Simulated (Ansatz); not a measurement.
## Active spaces for BeH2, singlet

Calculated in Ansatz's Gaussian-basis code. Basis cc-pVDZ, nonrelativistic, 1 orbital frozen in the corrections. State-specific CASSCF; RHF is the lowest restricted (open-shell) Hartree–Fock solution met. No symmetry is imposed, so a solution can break that of the shape. Lower solutions, or ones in other orbitals, may exist.

Geometry. A bond is stretched, to 2.11 times the sum of the covalent radii.

```xyz
3

H     0.0000    0.0000   -2.6782
Be    0.0000    0.0000    0.0000
H     0.0000    0.0000    2.6782
```

Question: What do CASSCF and its corrections give against RHF in CAS(4,6), and what are the occupations?

Answer: CASSCF -3.528 eV, SC-NEVPT2 -3.663 eV; occupations 1.82, 1.33, 0.65, 0.10, 0.05, 0.05.
